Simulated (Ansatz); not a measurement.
Ansatz (a first-principles code) input (CCSD(T)/cc-pCVTZ): A basis named .json is the Basis Set Exchange file of that set (core-valence sets with the plain set on hydrogen).

Ansatz 0.2 input:
```yaml
crystal:
  periodic: [false, false, false]
  atoms:
    - {symbol: B, position_ang: [0.03154051, 0.00000000, -0.86289106]}
    - {symbol: N, position_ang: [-0.04724772, 0.00000000, 0.41798935]}
    - {symbol: H, position_ang: [0.17303150, 0.00000000, 1.38852984]}
basis:
  gaussian:
    orbitals: cc-pCVTZ.json
total_charge: -1
magnetization: {spin_polarized: false}
correlation: {method: ccsd_t, electrons: outside_noble_gas}
```

Output:

```
Functional definition: HF
integrals: 0.11 GiB planned
617 factors; integrals over basis functions are off by at most 1.3e-3 eV
mean field: 0.16 GiB planned
mean field evaluation 1: about -2167.7254 eV, gradient 1.4e1 eV
mean field evaluation 2: about -2167.7275 eV, gradient 1.4e1 eV
mean field evaluation 4: about -2168.4889 eV, gradient 3.0e0 eV
mean field evaluation 8: about -2168.5159 eV, gradient 2.5e-4 eV
mean field evaluation 16: about -2168.5144 eV, gradient 5.3e-1 eV
mean field -2168.51593663 eV, -79.6914907981 hartree, gradient 5.4e-6 eV, S^2 0.000000; 0 other end points of the search recorded, 0 dependent functions left out
2 core orbitals not correlated
reference -2168.51593663 eV, -79.6914907981 hartree; 5, 5 occupied and 93, 93 virtual orbitals, 617 factors
second order -8.41711831 eV of doubles, -0.00000000 eV of singles
coupled cluster: 0.25 GiB planned
cycle   1  -8.36783162 eV  change    4.9e-2 eV  update   8.1e-2
cycle   2  -8.62595184 eV  change   -2.6e-1 eV  update   2.6e-2
cycle   3  -8.69106559 eV  change   -6.5e-2 eV  update   1.4e-2
cycle   4  -8.68202146 eV  change    9.0e-3 eV  update   3.6e-3
cycle   5  -8.68325695 eV  change   -1.2e-3 eV  update   1.8e-3
cycle   6  -8.68317751 eV  change    7.9e-5 eV  update   6.3e-4
cycle   7  -8.68285592 eV  change    3.2e-4 eV  update   1.8e-4
cycle   8  -8.68291634 eV  change   -6.0e-5 eV  update   6.4e-5
cycle   9  -8.68290377 eV  change    1.3e-5 eV  update   1.7e-5
cycle  10  -8.68289469 eV  change    9.1e-6 eV  update   7.1e-6
perturbative correction -0.44165246 eV, -0.0162304286 hartree
Total energy: -2177.64048378 eV, -80.0268117210 hartree
```
